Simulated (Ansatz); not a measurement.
Start from `FC1BO1` and change one atom or group to get `NB1OC1F`.

Ansatz, PBE0-D4/def2-TZVP geometries, multiplicity 1. Each molecule was computed in one conformer, which needn't be the lowest.

| property | `FC1BO1` |
| --- | --- |
| HOMO–LUMO gap (B3LYP/def2-TZVPP) / eV | 6.87 |
| HOMO–LUMO gap (ωB97M-V/def2-TZVPP) / eV | 11.66 |
| LUMO energy (ωB97M-V/def2-TZVPP) / eV | 0.98 |
| size of the dipole moment (B3LYP/def2-TZVPP) / D | 1.79 |
| HOMO–LUMO gap (PBE0/def2-TZVPP) / eV | 7.34 |
| zero-point energy (PBE0-D4/def2-TZVP) / kJ/mol | 92.4 |

Give the same properties after the change, and the shifts. (Estimate.)

Computed: 
| property | `NB1OC1F` | shift |
| --- | --- | --- |
| HOMO–LUMO gap (B3LYP/def2-TZVPP) / eV | 7.84 | 0.97 |
| HOMO–LUMO gap (ωB97M-V/def2-TZVPP) / eV | 12.04 | 0.38 |
| LUMO energy (ωB97M-V/def2-TZVPP) / eV | 1.84 | 0.86 |
| size of the dipole moment (B3LYP/def2-TZVPP) / D | 3.43 | 1.64 |
| HOMO–LUMO gap (PBE0/def2-TZVPP) / eV | 8.41 | 1.07 |
| zero-point energy (PBE0-D4/def2-TZVP) / kJ/mol | 142.4 | 50.0 |

With PBE0 the HOMO rises by 0.48 eV and the LUMO rises by 1.55 eV, so the gap widens by about 1.07 eV. PBE moves the HOMO by 0.50 eV and ωB97M-V by 0.47 eV. The zero-point energy changes by 50.0 kJ/mol with +6 modes. Dipoles are sizes alone; their direction can turn.

B3LYP here is the variant with VWN-RPA as its local correlation; programs differ in this.
